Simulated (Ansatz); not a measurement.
Consider the substitution at a C–B bond: `COB(C)S` + `C[SiH](S)S` → `CS[SiH](C)S` + `COBS`.

Gas-phase electronic energies from Ansatz, PBE0-D4/def2-TZVP geometries. CCSD(T)/CBS adds triple-zeta CCSD(T) − MP2 to the extrapolated MP2 energy (def2 sets, frozen cores). DFT in def2-TZVPP. Each species was taken in one conformer, which may not be the lowest.

| level | ΔE (kJ/mol) |
| --- | --- |
| PBE-QIDH | 62.1 |
| revPBE | 55.9 |
| r2SCANh | 64.0 |
| CCSD/def2-TZVPP | 63.0 |

Task: What does CCSD(T)/CBS give? (Best estimate.)

Result: Computed: +60.8 kJ/mol. The listed levels differ from it by 1.3, -4.9, 3.2, 2.2 kJ/mol.

Task: What do rigid-rotor, harmonic-oscillator terms from PBE0-D4/def2-TZVP frequencies (298.15 K, 1 bar) make of the CCSD(T)/CBS value? (An estimate is asked.)

Result: Ansatz gave: ΔZPE = +4.4 kJ/mol, ΔH = +64.8 kJ/mol, ΔS = -7 J/(mol·K), ΔG = +66.7 kJ/mol.

Largest T1 diagnostic among the species: 0.013.

In def2-TZVPP, CCSD(T) changes the Hartree–Fock value by +4.1 kJ/mol (the triples alone add −0.8 kJ/mol) and MP2 by +3.7 kJ/mol. From BLYP to BHLYP (50 % exact exchange), in def2-TZVPP and without D4, ΔE moves by +4.8 kJ/mol. At CCSD(T), def2-SVP lies +4.2 kJ/mol from the extrapolated value and def2-TZVPP +1.4 kJ/mol.
